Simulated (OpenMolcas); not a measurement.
# neutral iridium: CASPT2 settings compared

| Item | Value |
| --- | --- |
| Program | OpenMolcas |
| Basis | ANO-R2 [8s6p5d3f1g] |
| Scalar Hamiltonian | X2C, finite nucleus |
| Active space | 9 electrons in 6 orbitals (5d 6s) |
| State averaging | 2S+1 = 4 even, 20 roots; 2S+1 = 2 even, 35 roots kept (CI in the orbitals of an earlier block) |
| Spin-orbit coupling | RASSI with atomic mean-field integrals over the reference wave functions, term energies averaged over their components |

Methods on the same reference wave functions:
A. CASSCF
B. SS-CASPT2, IPEA 0.6 Eh, real shift 0.3 Eh (closed shells correlated: none)
C. SS-CASPT2, IPEA 0.75 Eh, sigma2 regulariser 0.5 Eh (closed shells correlated: 4f 5s 5p)
D. MS-CASPT2, IPEA 0.75 Eh, sigma2 regulariser 0.5 Eh (closed shells correlated: 4f 5s 5p)
E. MS-CASPT2, IPEA 0.6 Eh, real shift 0.3 Eh (closed shells correlated: none)
F. XMS-CASPT2, IPEA 0.6 Eh, sigma2 regulariser 0.2 Eh (closed shells correlated: 4f 5s 5p)

Energies in cm-1 above 5d7 6s2 4F 9/2, the measured ground level; measured values from NIST Handbook of Basic Atomic Spectroscopic Data.

| Level | A | B | C | D | E | F | Measured |
| --- | --- | --- | --- | --- | --- | --- | --- |
| 5d7 6s2 4F 9/2 | 0.0 | 0.0 | 0.0 | 0.0 | 0.0 | 0.0 | 0.0 |
| 5d8 6s 4F 9/2 | 2340 | 2980 | 4060 | 4060 | 2990 | 5350 | 2835 |
| 5d7 6s2 4F 7/2 [51 %] | 7091 | 6240 | 6470 | 6470 | 6240 | 6420 |  |
| 5d8 6s 2F 7/2 | 14773 | 13830 | 15170 | 15170 | 13830 | 17130 | 13088 |
| 5d8 6s 4F 3/2 [51 %] | 14779 | 15060 | 15620 | 15620 | 15060 | 16390 |  |
| 5d7 6s2 2G 9/2 [67 %] | 15188 | 15610 | 16000 | 16000 | 15610 | 17410 | 13940 |
| 5d7 6s2 4P 5/2 [58 %] | 17167 | 14680 | 15090 | 15030 | 14640 | 14490 | 12952 |

Deviations, from unrounded energies. A percentage is the sum of absolute deviations over the sum of measured energies, with the sign that they share, or ± where signs differ.

| Against measurement | Levels | A | B | C | D | E | F |
| --- | --- | --- | --- | --- | --- | --- | --- |
| mean absolute deviation (cm-1) | 4 | 1900 | 1100 | 1900 | 1900 | 1100 | 2900 |
| other terms of the ground configuration (%) | 2 | +20.3 | +12.6 | +15.6 | +15.4 | +12.5 | +18.6 |
| other configurations (%) | 2 | ±13.7 | +5.6 | +20.8 | +20.8 | +5.7 | +41.2 |

B, E lie about equally close to measurement and F furthest from it. The largest miss of E in the table is 5d7 6s2 4P 5/2 [58 %], by +1700 cm-1. The ranking rests on the paired levels alone, and a cruder setting can come out closer through cancelling errors.

Among B to F the level of the table that moves most is 5d8 6s 2F 7/2, by 3300 cm-1 (lowest in B, highest in F). Moves below CASPT2's spread within the term are not significant.

The mean deviations of B to F differ by less than CASPT2's widest spread within a term (4200 cm-1), so their order carries little weight.

From A to B the spin-free energies of the other terms of 5d7 6s2 shown, above 4F, scale by factors of 0.79 to 1.08.

The lowest spin-free term lies below A's lowest term by 0.239 hartree in B, 0.755 hartree in C, 0.755 hartree in D, 0.239 hartree in E, 0.776 hartree in F.

CASPT2 breaks the degeneracy within a term, and the mean is taken; among the terms shown or strongly mixed into the levels shown the widest spread is 4200 cm-1 (5d8 6s 4F, F). Terms from blocks run as CI alone lack orbitals of their own. Configurations are named by rounded mean occupations; where the s occupation lies near a half they are strongly mixed, a name can repeat and a true partner stay unpaired. A single d shell beside an s shell can misplace configurations of different d count against each other. The CASPT2 spread within a term exceeds the gap to the next term for 5d7 6s2 4P and 5d8 6s 2F, so the order of their levels is uncertain (figures for C; the like holds for D, F). Without dynamic correlation excited terms often stand tens of per cent too high (terms of higher spin than the ground term too low), and those without a measured partner can miss by more than the paired ones (holds for A). Some levels mix across a computed gap that differs much from the measured one, so their mixing is not that of the real levels (holds for C; D). Some terms miss by over 15 % even with CASPT2, which points to a basis or an active space too small for the shells correlated (holds for C; D; F). Measured partners are found by configuration, term and J. A level has none where our copy of the source lacks it or the pairing is in doubt (some pairs that miss far off the trend of their configuration count as doubtful), and it then counts in no deviation. Only configurations of the active space appear. The table leaves out levels that lie high or whose names do not pair safely across all columns.

A share in square brackets marks a mixed level and gives the weight of the term that names it, the lowest over the columns.
